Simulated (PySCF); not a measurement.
**How methods differ on the excitation energy of Pd**

Pd [Kr] 4d10 (1S) → Pd [Kr] 4d9 5p1 (high-spin determinant), as a difference of total energies. Computed with PySCF 2.14 in x2c-TZVPPall (8s6p6d2f1g, 79 functions), with the spin-free X2C one-electron Hamiltonian (Gaussian nucleus). Correlated levels: valence: [Kr] frozen; valence and next inner shell: [Ar] 3d10 frozen. The calculations carry no spin-orbit coupling.

| method | excitation energy (eV) |
| --- | --- |
| UHF | 2.890 |
| LDA | 4.867 |
| PBE | 4.546 |
| PBE0 | 4.323 |
| r2SCAN | 4.296 |
| wB97M-V | 4.623 |
| r2SCAN0 | 4.161 |
| B97-3 | 4.491 |
| wB97X-V | 4.559 |
| MP2 (valence) | 4.764 |
| SCS-MP2 (valence) | 4.623 |
| MP2 (valence and next inner shell) | 4.925 |
| SCS-MP2 (valence and next inner shell) | 4.696 |

Question: How much does correlation contribute at MP2 (valence and next inner shell)?

Answer: 4.925 − (2.890) = 2.035 eV, measured against UHF.

A first-order spin-orbit estimate (lowest level to lowest level, LS coupling) adds -0.143 eV.

The basis was made for the ground configuration and has no added diffuse functions, so the excitation energy can come out too high.

The determinant of the upper state mixes LS terms, which raises its energy above the lowest term, most at the Hartree-Fock and MP2 levels.
